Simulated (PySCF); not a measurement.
CH4GeS, neutral, multiplicity 1. Atoms are numbered in the order given.

```xyz
7

Ge     0.3021    -0.0880     0.6260
C      1.2557     1.2868    -0.4622
H      0.9825     2.2763    -0.0536
H      1.0214     1.2769    -1.5366
H      2.3431     1.1762    -0.3216
S     -1.2261    -0.5130    -0.9444
H     -1.9312    -1.4248    -0.2379
```

Geometry optimised at PBE0-D3(BJ)/def2-SVP. One conformer was computed; it need not be the lowest.

The numbers are results of PySCF 2.14.0 with PBE0-D3(BJ)/def2-SVP, not measurements.

Frequencies are harmonic and unscaled.

```json
[
 {"mode": "1", "ν (cm⁻¹)": "32", "IR (km/mol)": "0.2", "Raman (Å⁴/amu)": "0.4", "depolarisation": "0.66", "moving atoms (share of kinetic energy)": "H 97 %"},
 {"mode": "2", "ν (cm⁻¹)": "184", "IR (km/mol)": "2.2", "Raman (Å⁴/amu)": "1.9", "depolarisation": "0.75", "moving atoms (share of kinetic energy)": "C 38 %, S 24 %, H 24 %, Ge 14 %"},
 {"mode": "3", "ν (cm⁻¹)": "395", "IR (km/mol)": "39.2", "Raman (Å⁴/amu)": "16.4", "depolarisation": "0.34", "moving atoms (share of kinetic energy)": "S 66 %, Ge 31 %"},
 {"mode": "4", "ν (cm⁻¹)": "408", "IR (km/mol)": "11.9", "Raman (Å⁴/amu)": "9.0", "depolarisation": "0.74", "moving atoms (share of kinetic energy)": "H 96 %"},
 {"mode": "5", "ν (cm⁻¹)": "550", "IR (km/mol)": "36.7", "Raman (Å⁴/amu)": "18.5", "depolarisation": "0.33", "moving atoms (share of kinetic energy)": "C 63 %, H 21 %, Ge 16 %"},
 {"mode": "6", "ν (cm⁻¹)": "669", "IR (km/mol)": "1.9", "Raman (Å⁴/amu)": "1.2", "depolarisation": "0.51", "moving atoms (share of kinetic energy)": "H 82 %, C 17 %"},
 {"mode": "7", "ν (cm⁻¹)": "696", "IR (km/mol)": "5.0", "Raman (Å⁴/amu)": "10.7", "depolarisation": "0.38", "moving atoms (share of kinetic energy)": "H 92 %"},
 {"mode": "8", "ν (cm⁻¹)": "792", "IR (km/mol)": "24.7", "Raman (Å⁴/amu)": "8.9", "depolarisation": "0.74", "moving atoms (share of kinetic energy)": "H 82 %, C 14 %"},
 {"mode": "9", "ν (cm⁻¹)": "1224", "IR (km/mol)": "13.8", "Raman (Å⁴/amu)": "1.5", "depolarisation": "0.57", "moving atoms (share of kinetic energy)": "H 82 %, C 18 %"},
 {"mode": "10", "ν (cm⁻¹)": "1411", "IR (km/mol)": "9.7", "Raman (Å⁴/amu)": "13.9", "depolarisation": "0.72", "moving atoms (share of kinetic energy)": "H 95 %"},
 {"mode": "11", "ν (cm⁻¹)": "1421", "IR (km/mol)": "12.0", "Raman (Å⁴/amu)": "15.0", "depolarisation": "0.74", "moving atoms (share of kinetic energy)": "H 95 %"},
 {"mode": "12", "ν (cm⁻¹)": "2708", "IR (km/mol)": "0.1", "Raman (Å⁴/amu)": "170.4", "depolarisation": "0.31", "moving atoms (share of kinetic energy)": "H 97 %"},
 {"mode": "13", "ν (cm⁻¹)": "3039", "IR (km/mol)": "2.0", "Raman (Å⁴/amu)": "143.7", "depolarisation": "0.02", "moving atoms (share of kinetic energy)": "H 97 %"},
 {"mode": "14", "ν (cm⁻¹)": "3136", "IR (km/mol)": "3.8", "Raman (Å⁴/amu)": "86.0", "depolarisation": "0.72", "moving atoms (share of kinetic energy)": "H 91 %, C 9 %"},
 {"mode": "15", "ν (cm⁻¹)": "3174", "IR (km/mol)": "1.2", "Raman (Å⁴/amu)": "65.8", "depolarisation": "0.75", "moving atoms (share of kinetic energy)": "H 90 %, C 10 %"}
]
```
